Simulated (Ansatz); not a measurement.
`CC[N](C)[GaH2]` from Hartree–Fock to CCSD(T)

Z-matrix (Å, degrees):
```
C
C 1 1.511
H 1 1.092 2 109.9
H 1 1.093 2 111.5 3 -119.7
H 1 1.093 2 111.5 3 119.7
N 2 1.444 1 114.7 3 -180.0
H 2 1.102 1 109.1 3 57.3
H 2 1.102 1 109.1 3 -57.3
Ga 6 1.825 2 128.1 1 -0.1
C 6 1.443 2 111.6 1 179.9
H 9 1.558 6 121.1 2 0.0
H 9 1.564 6 113.0 2 -179.9
H 10 1.100 6 111.5 2 -59.8
H 10 1.100 6 111.5 2 59.8
H 10 1.092 6 110.8 2 180.0
```

Charge 0, multiplicity 1. Correlated methods include outer-core shells of Ga, which these sets cover unevenly. Scalar relativity is left out up to krypton. All single points use the PBE0-D4/def2-TZVP geometry. It is one conformer, not always the lowest. Frozen core, restricted reference, Ansatz.

```
     basis      HF (Eh)  MP2 corr.
  def2-SVP  -2096.73764   -0.82806
def2-TZVPP  -2097.17637   -0.98356
def2-QZVPP  -2097.22560   -1.27868
```

Problem. Estimate the CCSD correlation energy and the (T) correction in each basis where they were run (hartree).

Solution. 
```tsv
basis	CCSD corr.	(T)
def2-SVP	-0.87880	-0.02766
def2-TZVPP	-1.02659	-0.04138
```
